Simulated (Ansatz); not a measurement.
System: KOH, charge 0, triplet. This triplet is an excited state, 3.5 eV above the singlet at CCSD(T)/def2-QZVPP (Ansatz, a quantum-chemistry and plane-wave program). KOH (parent SMILES [OH][K], triplet).
B3LYP-D3(BJ)/def2-TZVP minimum from Ansatz:
```xyz
3

K     -0.7054    -0.2815    -0.5749
O      1.4810     0.4859     1.2020
H      1.5548     1.4605     1.3072
```
Charge 0, spin multiplicity 3.

Total energies in def2-TZVPP, 8 correlated electrons, 10 frozen orbitals. UHF or UKS for unpaired electrons; spin-orbit terms are left out. Correlated methods leave the cores frozen (noble-gas shells, and filled d and f shells in the p block). No relativity. The spin of HKO (parent SMILES [OH][K], triplet) was assumed, and the state is the lowest solution found for it.

| method | program | energy (Eh) | minus CCSDT(Q) (mEh) |
|---|---|---|---|
| HF | Ansatz | -674.57877 | 219.98 |
| MP2 | Ansatz | -674.77876 | 19.99 |
| CCSD | Ansatz | -674.79290 | 5.85 |
| CCSD(T) | Ansatz | -674.79817 | 0.58 |
| CCSDT(Q) | Ansatz | -674.79875 | 0.00 |

Rough core times of Ansatz's runs on a shared machine: CCSD(T) 50 s, CCSDT(Q) 4 min.
